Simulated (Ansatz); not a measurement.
`[F][Al]([SH])[O][SiH3]` + `CCB(O)O` → `CCB(O)O[SiH3]` + `[OH][Al]([F])[SH]`  (ligand exchange at the Si–O bond)

Computed with Ansatz on PBE0-D4/def2-TZVP structures; ΔE is electronic, products minus reactants. CCSD(T)/CBS adds triple-zeta CCSD(T) − MP2 to the extrapolated MP2 energy (def2 sets, frozen cores). DFT in def2-TZVPP. B3LYP here is the variant with VWN-RPA as its local correlation; programs differ in this. Each species was taken in one conformer, which may not be the lowest.

`[F][Al]([SH])[O][SiH3]`:

```xyz
9

F     1.907    2.207   -0.019
Al    1.351    0.727   -0.457
S     2.558   -0.424   -1.829
O    -0.092    0.153    0.146
Si   -1.519   -0.217    0.836
H     1.678   -1.441   -1.818
H    -1.319   -0.527    2.275
H    -2.460    0.926    0.707
H    -2.104   -1.404    0.159
```

`CCB(O)O`:

Cartesian coordinates in Å:
```
C -1.324 0.745 -0.191
C -0.397 -0.406 -0.561
B 0.974 -0.461 0.213
O 1.351 0.454 1.160
O 1.846 -1.470 -0.066
H -2.253 0.724 -0.763
H -1.603 0.714 0.868
H -0.858 1.718 -0.382
H -0.173 -0.381 -1.635
H -0.904 -1.366 -0.410
H 0.691 1.135 1.306
H 2.648 -1.407 0.461
```

`CCB(O)O[SiH3]`:

```xyz
15

C    -1.612   -0.567   -1.579
C    -0.775   -0.418   -0.315
B     0.508    0.481   -0.446
O     0.810    1.065   -1.636
O     1.357    0.707    0.612
Si    1.347    0.201    2.178
H    -1.026   -1.005   -2.390
H    -1.966    0.404   -1.932
H    -2.484   -1.203   -1.413
H    -1.389   -0.014    0.501
H    -0.459   -1.406    0.049
H     1.616    1.587   -1.584
H     0.115    0.661    2.870
H     2.537    0.791    2.835
H     1.420   -1.282    2.250
```

`[OH][Al]([F])[SH]`:

Cartesian coordinates in Å:
```
O -1.286 -1.039 0.670
Al 0.104 -0.159 0.333
F 1.345 -0.234 1.405
S 0.330 1.063 -1.443
H -2.065 -1.067 0.119
H 1.572 1.436 -1.085
```

| species | B3LYP energy (Eh) |
| --- | --- |
| `[F][Al]([SH])[O][SiH3]` | -1107.98981 |
| `CCB(O)O` | -255.96613 |
| `CCB(O)O[SiH3]` | -546.72462 |
| `[OH][Al]([F])[SH]` | -817.22174 |

Q: Work out ΔE.

A: ΔE = (-546.72462) + (-817.22174) − (-1107.98981) − (-255.96613) = 0.00958 Eh = +25.2 kJ/mol. CCSD(T)/CBS gives +21.8 kJ/mol.

Largest T1 diagnostic among the species: 0.012.

The D4 term adds −3.4 kJ/mol with B3LYP and −1.9 kJ/mol with PBE0; it sums over pairs of atoms, weighted by their polarisabilities, and B3LYP, whose exchange is more repulsive, gets the larger term. In def2-TZVPP, CCSD(T) changes the Hartree–Fock value by −6.2 kJ/mol (the triples alone add −1.2 kJ/mol) and MP2 by −6.9 kJ/mol.
